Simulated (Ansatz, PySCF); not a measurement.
tin monoxide (OSn), SMILES [O]=[Sn] (connectivity only; charge and spin as stated), neutral, multiplicity 1. Atoms are numbered in the order given.

```xyz
2

Sn     0.0000     0.0000    -0.2549
O      0.0000     0.0000     1.5931
```

The structure is a stationary point at PBE-D3(BJ)/def2-TZVP. The def2 effective core potentials stand for the cores of Sn; spin–orbit coupling is left out.

Vertical ionisation energy (IE) and electron affinity (EA) in eV. Rows of orbital energies are one-electron estimates. Where ΔSCF, EOM or ADC give a negative EA the extra electron is unbound and the value depends on the basis.

| level | IE | EA |
|---|---|---|
| −ε(HOMO), −ε(LUMO), CAM-B3LYP/def2-TZVPD (PySCF) | 9.04 | 1.51 |
| −ε(HOMO), −ε(LUMO), M06-2X/def2-TZVPD (PySCF) | 8.85 | 1.56 |
| −ε(HOMO), −ε(LUMO), PBE/def2-TZVPD (PySCF) | 6.50 | 3.08 |
| ΔSCF, PBE0/def2-TZVPD (Ansatz), final states of multiplicity 2 and 2 | … | … |
| ΔSCF, PBE/def2-TZVPD (Ansatz), final states of multiplicity 2 and 2 | 9.95 | 0.45 |

Problem. What belongs in the gaps? (Estimate from the structure and the level; the computed values follow.)

Solution. 
- ΔSCF, PBE0/def2-TZVPD (Ansatz, a first-principles code), final states of multiplicity 2 and 2, IE: 9.62
- ΔSCF, PBE0/def2-TZVPD (Ansatz), final states of multiplicity 2 and 2, EA: 0.57

Problem. What vertical singlet–triplet gap does ΔSCF give with PBE0/def2-TZVPD (Ansatz) and with PBE/def2-TZVPD (Ansatz)? (Estimate from the structure and the level; the computed values follow.)

Solution. 2.68 and 3.12 eV (triplet above singlet where positive).
